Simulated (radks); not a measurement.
Results of a calculation; reference values are marked as such.
Problem. Successive ionisation energies (eV) of one element, from differences of total energies of ions in their ground configurations, starting at charge 0: 6.173, 9.696, 20.473, 37.707, 65.331, 78.697, 92.520, 106.76, 125.73, 141.16, 176.68, 193.80, 311.94, 342.32, 373.42, 405.23, 437.71, 470.86, 509.17, 543.90, 579.26, 615.23. Level of theory: Dirac Kohn-Sham, BLYP, spin-unpolarised, spherical densities, finite nucleus; open shells fill j = l - 1/2 first; Fermi nuclear charge, rms radius 4.8771 fm (a radial shooting solver on a logarithmic mesh with Libxc functionals). Which element is it?

Solution. Cerium (Z = 58). The first species listed is Ce in [Xe] 4f1 5d1 6s2, the last Ce21+ in [Kr] 4d1.
